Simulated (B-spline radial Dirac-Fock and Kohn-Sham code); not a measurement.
# In²⁺: K-LL lines in intermediate coupling

System: the In²⁺ ion, configuration 1s2 2s2 2p6 3s2 3p6 3d10 4s2 4p6 4d10 5s1.

Calculated with a radial atomic solver, using Dirac-Fock (average of configuration) total-energy differences with a finite nucleus, the Breit interaction including its frequency dependence, and self-energy and vacuum-polarisation corrections. The two-hole levels come from diagonalising the Coulomb interaction among the jj configurations; intensities are independent-particle Coulomb rates. Kinetic energies are from the vacuum level. Correlation and solid-state effects are left out. Open outer shells are spectators and are not coupled to the holes. The rates lack the Breit term, which in heavy atoms raises K-L1L1 and K-L1L2. Labels follow the leading weight; the literature often keeps the label of the LS limit.

```tsv
kinetic energy (eV)	J	leading jj holes (weight)	leading LS term (weight)	intensity (%)
19290.6	0	L1L1 (0.99)	¹S0 (0.99)	8.0
19597.0	1	L1L2 (0.97)	¹P1 (0.52)	14.1
19629.2	0	L1L2 (1.00)	³P0 (1.00)	1.0
19795.9	1	L1L3 (0.97)	³P1 (0.52)	10.2
19840.5	2	L1L3 (1.00)	³P2 (1.00)	2.8
19876.9	0	L2L2 (0.99)	³P0 (0.60)	2.7
20093.2	2	L2L3 (1.00)	¹D2 (0.72)	43.3
20110.5	1	L2L3 (1.00)	³P1 (1.00)	0.0
20285.1	0	L3L3 (0.99)	¹S0 (0.60)	2.9
20314.5	2	L3L3 (1.00)	³P2 (0.72)	14.9
```

The strongest line, by its leading LS label ¹D2, lies at 20093.2 eV. The mean weight of the leading component is 0.99 in jj and 0.77 in LS coupling, so jj labels describe these levels better.
